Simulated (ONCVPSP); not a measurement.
## zinc (Zn): one change to an ONCV potential, before and after

ONCVPSP 4.0.1 input, shortened (lines: element, Z, core and valence counts, functional; n l f; lmax; l rc ep ncon nbas qcut; lloc lpopt rc5 dvloc0; l nproj debl; icmod fcfact rcfact), LDA (Perdew-Wang 92), fully relativistic:

```
  Zn 30.00    4    3  -001012      upf
    1    0    2.00
    2    0    2.00
    2    1    6.00
    3    0    2.00
    3    1    6.00
    3    2   10.00
    4    0    2.00
    3
    0    1.80    0.00    4    8    3.50
    1    0.70    0.00    4    8   12.40
    2    1.10    0.00    4    9   13.80
    3    1.90    0.17    4    7    5.80
    4    5    0.55    0.00
    0    3    3.00
    1    2    1.60
    2    1    3.60
    3    2    3.80
    3    5.25    1.45
```

Open shells are filled in proportion to 2j + 1.

In the p channel the program set the typed energies aside and used -3.022, 0.250 Ha (j = l + 1/2; the other j can differ).

Change: d: qcut 9.2.

Cutoffs: the cutoffs (Ha) at which the residual kinetic energy of the hardest occupied pseudo-wave falls to 1 and 0.1 mHa per electron; they do not see the model core or the augmentation charge, which bear on the density cutoff. Errors are all-electron minus pseudo energies relative to the spin-unpolarised reference configuration.

Predict the effect on cutoff, ghosts and configuration errors.

The potential gets harder (79 Ha and 366 Ha → 247 Ha and 366 Ha); both files keep a bound ghost (f, s); of the 4 tests that both files solve, the error grows in 1 and shrinks in 2 by more than 15 % and 0.3 meV (median size 51.0 → 41.0 meV).

```tsv
quantity	base	changed
cutoff, loose	79 Ha	247 Ha
cutoff, tight	366 Ha	366 Ha
loose cutoff by channel	s 6.1 Ha, p 79 Ha, d 78 Ha	s 6.1 Ha, p 79 Ha, d 247 Ha
bound ghosts	s, f7/2, f5/2	s, f7/2, f5/2
GHOST(+) flags under 300 eV	s at 250.8 eV	s at 250.8 eV
error for 3p6 3d10 4s1, meV [ΔE 10.18 eV]	-5.4	-3.9
error for 3p6 3d10 4s0, meV [ΔE 28.95 eV]	-34	-24
error for 3p6 3d9 4s0, meV [ΔE 69.84 eV]	+68	+58
error for 3p5 3d10 4s2, meV [ΔE 91.95 eV]	-114	-310
s: phases at 1.83 bohr within 0.05 rad from the reference energy up to (Ha; the scan ends near 5)	to the end of the scan	to the end of the scan
p3/2: phases at 0.71 bohr within 0.05 rad from the reference energy up to (Ha; the scan ends near 5)	to the end of the scan	to the end of the scan
p1/2: phases at 0.71 bohr within 0.05 rad from the reference energy up to (Ha; the scan ends near 5)	to the end of the scan	to the end of the scan
d5/2: phases at 1.12 bohr within 0.05 rad from the reference energy up to (Ha; the scan ends near 5)	3.0	2.2
d3/2: phases at 1.12 bohr within 0.05 rad from the reference energy up to (Ha; the scan ends near 5)	3.0	2.2
f7/2: phases at 1.93 bohr within 0.05 rad from the reference energy up to (Ha; the scan ends near 5)	to the end of the scan	to the end of the scan
f5/2: phases at 1.93 bohr within 0.05 rad from the reference energy up to (Ha; the scan ends near 5)	to the end of the scan	to the end of the scan
rms error of d²Exc/dni dnj with the model core, mHa	7.13	6.91
```

 A true bound ghost makes a file unfit for plane-wave use even where its test errors are small: the radial tests pick states by their node count and pass the ghost by.
